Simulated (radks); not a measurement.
Minus the highest occupied eigenvalue as an estimate of the ionisation energy, Ce to Ce19+. The LB94 potential has the -1/r tail that LDA and GGA lack but no energy functional. Method: Dirac Kohn-Sham, LB94 model potential, spin-unpolarised, spherical densities, finite nucleus; open shells fill j = l - 1/2 first; Fermi nuclear charge, rms radius 4.8771 fm; computed with a radial shooting solver on a logarithmic mesh with Libxc functionals.

| species | configuration | HOMO | -e(HOMO) (eV) | <r> (bohr) | IE, NIST (eV) | kind |
|---|---|---|---|---|---|---|
| Ce | [Xe] 4f1 5d1 6s2 | 6s1/2 | 6.572 | 4.11 | 5.539 | exp. |
| Ce+ | [Xe] 4f1 5d2 | 5d3/2 | 11.987 | 2.69 | 10.96 | semi-emp. |
| Ce2+ | [Xe] 4f2 | 4f5/2 | 20.836 | 1.14 | 20.197 | semi-emp. |
| Ce3+ | [Xe] 4f1 | 4f5/2 | 37.722 | 1.01 | 36.91 | semi-emp. |
| Ce4+ | [Xe] | 5p3/2 | 66.060 | 1.66 | 65.6 | semi-emp. |
| Ce5+ | [Kr] 4d10 5s2 5p5 | 5p3/2 | 79.619 | 1.62 | 78 | semi-emp. |
| Ce6+ | [Kr] 4d10 5s2 5p4 | 5p3/2 | 93.724 | 1.58 | 91 | theory |
| Ce7+ | [Kr] 4d10 5s2 5p3 | 5p3/2 | 108.36 | 1.54 | 106 | theory |
| Ce8+ | [Kr] 4d10 5s2 5p2 | 5p1/2 | 127.86 | 1.46 | 125 | theory |
| Ce9+ | [Kr] 4d10 5s2 5p1 | 5p1/2 | 143.98 | 1.43 | 140 | theory |
| Ce10+ | [Kr] 4d10 5s2 | 5s1/2 | 180.29 | 1.32 | 172 | theory |
| Ce11+ | [Kr] 4d10 5s1 | 5s1/2 | 198.44 | 1.29 | 192.2 | semi-emp. |
| Ce12+ | [Kr] 4d10 | 4d5/2 | 311.36 | 0.724 | 312 | theory |
| Ce13+ | [Kr] 4d9 | 4d5/2 | 341.65 | 0.712 | 340 | theory |
| Ce14+ | [Kr] 4d8 | 4d5/2 | 372.69 | 0.701 | 371 | theory |
| Ce15+ | [Kr] 4d7 | 4d5/2 | 404.45 | 0.691 | 403 | theory |
| Ce16+ | [Kr] 4d6 | 4d5/2 | 436.94 | 0.681 | 435 | theory |
| Ce17+ | [Kr] 4d5 | 4d5/2 | 470.13 | 0.671 | 472 | theory |
| Ce18+ | [Kr] 4d4 | 4d3/2 | 508.42 | 0.655 | 509 | theory |
| Ce19+ | [Kr] 4d3 | 4d3/2 | 543.29 | 0.646 | 543 | theory |

Reference values: NIST Atomic Spectra Database (exp. = measured, semi-emp. = semi-empirical, theory = theoretical value adopted there). Spin polarisation and multiplet splitting are left out.

Beside tabulated values, note that spin-unpolarised runs miss the spin-polarisation part of the exchange energy of open shells.
